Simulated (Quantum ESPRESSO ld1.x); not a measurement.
In17+, 32 electrons, occupied as [Ar] 3d10 4s2 4p2. Calculated with ld1.x of Quantum ESPRESSO 7.5: scalar-relativistic Kohn-Sham, LDA (Slater exchange, Perdew-Zunger correlation), spin-polarised, spherical densities, point nucleus; open shells are filled with parallel spins first.

Unscreened Slater integrals over Kohn-Sham orbitals (eV). They are taken over the spin-up orbitals.

integral    value
F0(4p,4p)  31.248
F2(4p,4p)  16.498
F0(4p,4s)  31.784
G1(4p,4s)  21.705
F0(4p,3d)  39.777
F2(4p,3d)  10.855
G1(4p,3d)  3.6073
G3(4p,3d)  3.5781
F0(4p,3p)  39.314
F2(4p,3p)  11.448
G0(4p,3p)  3.0782
G2(4p,3p)  3.7190
F0(4s,4s)  32.365
F0(4s,3d)  40.781
G2(4s,3d)  3.7519
F0(4s,3p)  40.306
G1(4s,3p)  3.8271
F0(3d,3d)  77.591
F2(3d,3d)  38.892
F4(3d,3d)  24.865
F0(3d,3p)  73.651
F2(3d,3p)  35.607
G1(3d,3p)  40.510
G3(3d,3p)  26.162
F0(3p,3p)  71.306
F2(3p,3p)  35.925

Derived for the open shells (J is the average intra-shell exchange parameter used in DFT+U). 4p: J = F2/5 = 3.300 eV.
